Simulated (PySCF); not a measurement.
## `C=CCC/C=N/C=O`, C6H9NO

Molfile (atoms numbered from 1):
```
C6H9NO
     RDKit          3D

 17 16  0  0  0  0  0  0  0  0999 V2000
   -3.3261    0.1408    0.4244 C   0  0  0  0  0  0  0  0  0  0  0  0
   -2.2810   -0.0024   -0.3677 C   0  0  0  0  0  0  0  0  0  0  0  0
   -0.9224   -0.4229    0.0975 C   0  0  0  0  0  0  0  0  0  0  0  0
    0.1256    0.6536   -0.2296 C   0  0  0  0  0  0  0  0  0  0  0  0
    1.4616    0.2814    0.3066 C   0  0  0  0  0  0  0  0  0  0  0  0
    2.4724    0.2088   -0.4261 N   0  0  0  0  0  0  0  0  0  0  0  0
    3.7863   -0.0394   -0.3087 C   0  0  0  0  0  0  0  0  0  0  0  0
    4.6407    0.7494   -0.0007 O   0  0  0  0  0  0  0  0  0  0  0  0
   -3.2640   -0.0489    1.4837 H   0  0  0  0  0  0  0  0  0  0  0  0
   -4.2888    0.4454    0.0520 H   0  0  0  0  0  0  0  0  0  0  0  0
   -2.3651    0.1935   -1.4284 H   0  0  0  0  0  0  0  0  0  0  0  0
   -0.6405   -1.3528   -0.4043 H   0  0  0  0  0  0  0  0  0  0  0  0
   -0.9395   -0.6065    1.1735 H   0  0  0  0  0  0  0  0  0  0  0  0
    0.1912    0.8111   -1.3063 H   0  0  0  0  0  0  0  0  0  0  0  0
   -0.1795    1.5919    0.2426 H   0  0  0  0  0  0  0  0  0  0  0  0
    1.4997    0.0442    1.3753 H   0  0  0  0  0  0  0  0  0  0  0  0
    4.0224   -1.0556   -0.6937 H   0  0  0  0  0  0  0  0  0  0  0  0
  1  2  2  0
  2  3  1  0
  3  4  1  0
  4  5  1  0
  5  6  2  0
  6  7  1  0
  7  8  2  0
  1  9  1  0
  1 10  1  0
  2 11  1  0
  3 12  1  0
  3 13  1  0
  4 14  1  0
  4 15  1  0
  5 16  1  0
  7 17  1  0
M  END
```

Theory: PySCF 2.14.0, GIAO CAM-B3LYP/pcSseg-1 magnetisability, rotational g tensor and spin-rotation constants, non-relativistic, gas phase. Geometry: GFN2-xTB.

**Question.** How diamagnetic is it, and how anisotropic?

**Answer.** Isotropic -1005 × 10⁻³⁰ J/T², or -60.5 × 10⁻⁶ cm³/mol; principal values -1150, -966, -899 × 10⁻³⁰ J/T², anisotropy 225 × 10⁻³⁰ J/T² (root of half the summed squared differences of the principal values). The susceptibility is in cgs units.

**Question.** Split it along the inertial axes a, b, c into diamagnetic and paramagnetic parts about the centre of mass, with the quadrupole moment.

**Answer.** 
```
axis  χ (10⁻⁶ cm³/mol)  diamagnetic (10⁻⁶ cm³/mol)  paramagnetic (10⁻⁶ cm³/mol)  summed x² of all electrons (Å²)  quadrupole Θ (D Å)
   a             -55.3                      -197.3                        142.0                            458.4              -17.48
   b             -64.2                     -2042.4                       1978.2                             23.5               +8.01
   c             -62.1                     -2044.3                       1982.2                             23.0               +9.47
```
Anisotropies 2χaa − χbb − χcc = +15.6 and 2χbb − χaa − χcc = -11.0 × 10⁻⁶ cm³/mol. Θ is traceless in Buckingham's convention.

**Question.** And the rotational g tensor?

**Answer.** 
| axis | rotational constant (GHz) | g | nuclear part | electronic part |
| --- | --- | --- | --- | --- |
| a | 14.0726 | -0.1948 | 0.7441 | -0.9389 |
| b | 0.6035 | -0.0101 | 0.5508 | -0.5609 |
| c | 0.6022 | -0.0109 | 0.5498 | -0.5608 |

Asymmetric top; isotopes 12C, 1H, 14N, 16O; no vibrational averaging.
